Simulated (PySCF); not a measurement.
# TeH3: from structure and modes to constants

Level of theory: PySCF, UPBE0, basis Te def2-TZVP with ECP28, H def2-TZVP (scalar-relativistic core potentials, no spin–orbit coupling, density fitting).

The doublet minimum has Cs symmetry. Masses (u): Te 129.90622, H 1.00782.

```xyz
4
charge 0 multiplicity 2, angstrom
Te    0.0000    0.0110   -0.0134
H     0.0000   -0.2791    1.6201
H     1.7051   -0.5559    0.0758
H    -1.7051   -0.5559    0.0758
```

Harmonic wavenumbers (cm⁻¹): 594.1 (a', ×1), 788.4 (a', ×1), 882.4 (a'', ×1), 1132.1 (a'', ×1), 1603.8 (a', ×1), 2138.6 (a', ×1).

(1) What is the harmonic zero-point energy?

(2) Find the vibrational entropy and heat capacity at 298.15 K.

(3) Give the standard entropy (298.15 K, 1 bar) by its translational, rotational, vibrational and spin parts, and Cp.

Results:

(1) Half the sum of all 6 wavenumbers, 7139/2 = 3570 cm⁻¹, which is 42.7 kJ/mol (1 cm⁻¹ = 0.0119627 kJ/mol).

(2) With u = 1.43878 ω/T, each mode gives S = R[u/(eᵘ−1) − ln(1−e⁻ᵘ)] and C = R u² eᵘ/(eᵘ−1)².
| ω (cm⁻¹) | u | S (J/(mol K)) | C (J/(mol K)) |
| --- | --- | --- | --- |
| 594.1 | 2.867 | 1.92 | 4.37 |
| 788.4 | 3.805 | 0.91 | 2.80 |
| 882.4 | 4.258 | 0.63 | 2.19 |
| 1132.1 | 5.463 | 0.23 | 1.06 |
| 1603.8 | 7.740 | 0.03 | 0.22 |
| 2138.6 | 10.320 | 0.00 | 0.03 |
The sums over all modes are S = 3.7 and C = 10.7 J/(mol K); the softest mode gives 52 % of the entropy.

(3) Sackur–Tetrode with M = 132.93 u gives 169.8; rotation with symmetry number 1 gives 70.3; vibration 3.7; spin R ln 2 = 5.8. The total is 249.7 J/(mol K), and Cp = 4 R + 10.7 = 43.9 J/(mol K).

This need not be the most stable arrangement of these atoms. With an element this heavy the missing spin–orbit coupling can shift these numbers.
